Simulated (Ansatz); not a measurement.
Relaxation of AlFH4O2 (8 atoms, charge 0, multiplicity 1), to a largest force component of 0.03 eV/Å in at most 50 steps.

The calculation used RKS BHLYP/def2-SVP (Ansatz 0.2.0).

```xyz
8
Properties=species:S:1:pos:R:3:forces:R:3
Al -0.017 -0.387 -0.110 -0.01 0.20 -0.11
H 0.087 -0.330 1.453 0.01 -0.02 0.18
O 1.356 -0.529 -1.065 0.03 -0.02 0.01
H 2.278 -0.567 -0.845 -0.03 0.02 0.00
O -1.500 -0.467 -0.890 -0.03 0.01 0.01
H -2.391 -0.351 -0.587 0.04 -0.01 0.00
F 0.030 2.217 1.125 0.00 -0.19 -0.11
H 0.084 1.513 1.715 0.00 0.02 0.02
```

Task: Where does it end, and by what steps?

Result: It converged. After 11 steps the energy has fallen by 0.245 eV; F7 moved furthest, 0.64 Å. Joined: Al1–F7 (2.88 → 2.07 Å).

```csv
step,energy less start (eV),largest force component (eV/Å),accepted
0,0.0000,0.198,yes
1,-0.0315,1.070,yes
2,-0.1139,1.277,yes
3,-0.2115,0.509,yes
4,-0.2125,0.387,yes
5,-0.2226,0.166,yes
6,-0.2331,0.229,yes
7,-0.2344,0.193,yes
8,-0.2383,0.145,yes
9,-0.2410,0.121,yes
10,-0.2450,0.033,yes
11,-0.2451,0.010,yes
```

```xyz
8
Properties=species:S:1:pos:R:3
Al -0.023 -0.209 -0.002
H 0.047 -0.648 1.526
O 1.360 -0.262 -0.973
H 2.245 -0.524 -0.758
O -1.502 -0.188 -0.822
H -2.374 -0.390 -0.510
F 0.064 1.728 0.710
H 0.110 1.594 1.625
```

Whether the end is a true minimum wasn't checked by a vibrational analysis.

Time of the run: 40 s on 1 thread of Arm Neoverse V1, on a shared host, peak memory 0.14 GiB.
